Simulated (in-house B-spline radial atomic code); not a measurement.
**W⁷⁺: [Ar] 3d10 4s1 4p6 4d10 4f14 5s2 (5p1/2)2 (5p3/2)3 5d1 (with a hole in an inner shell)**

Level of theory: Dirac-Hartree-Fock, average of the jj configuration, Fermi nucleus of rms radius 5.3658 fm; calculated with a radial B-spline atomic code at the basis-set limit.

Z_r = [3n² - l(l+1)]/(2<r>); Z_e = n√(-2ε); the last column is Slater's effective charge. Values are occupation-weighted means over j. An effective charge above Z reflects the relativistic contraction of the inner shells.

| shell | electrons | ε (eV) | <r> (bohr) | Z_r | Z_e | Slater |
| --- | --- | --- | --- | --- | --- | --- |
| 1s | 2 | -70093 | 0.01835 | 81.76 | 71.78 | 73.70 |
| 2s | 2 | -12332 | 0.07689 | 78.03 | 60.21 | 69.85 |
| 2p | 6 | -10870 | 0.069 | 72.47 | 56.53 | 69.85 |
| 3s | 2 | -2988.9 | 0.2002 | 67.42 | 44.47 | 62.75 |
| 3p | 6 | -2543.7 | 0.2 | 62.49 | 41.02 | 62.75 |
| 3d | 10 | -1994.6 | 0.1823 | 57.59 | 36.32 | 52.85 |
| 4s | 1 | -739.44 | 0.4504 | 53.29 | 29.49 | 46.60 |
| 4p | 6 | -582.44 | 0.4753 | 48.39 | 26.17 | 46.60 |
| 4d | 10 | -382.97 | 0.5078 | 41.36 | 21.22 | 35.85 |
| 5s | 2 | -191.25 | 1.032 | 36.34 | 18.75 | 17.55 |
| 4f | 14 | -160.07 | 0.5707 | 31.54 | 13.72 | 24.45 |
| 5p | 5 | -149.32 | 1.15 | 31.75 | 16.56 | 17.55 |
| 5d | 1 | -97.062 | 1.438 | 23.99 | 13.35 | 8.00 |

The least bound orbital is 5d5/2 at -96.2 eV, and it is also the most diffuse (<r> = 1.451 bohr). The part-filled 4s shell lies below the filled 4f shell in orbital energy.

For the 1s electron the small component carries 7.79 % of the norm, the zero-frequency Breit interaction raises the level by 243 eV, self-energy by 152 eV, and vacuum polarisation lowers it by 28.76 eV.
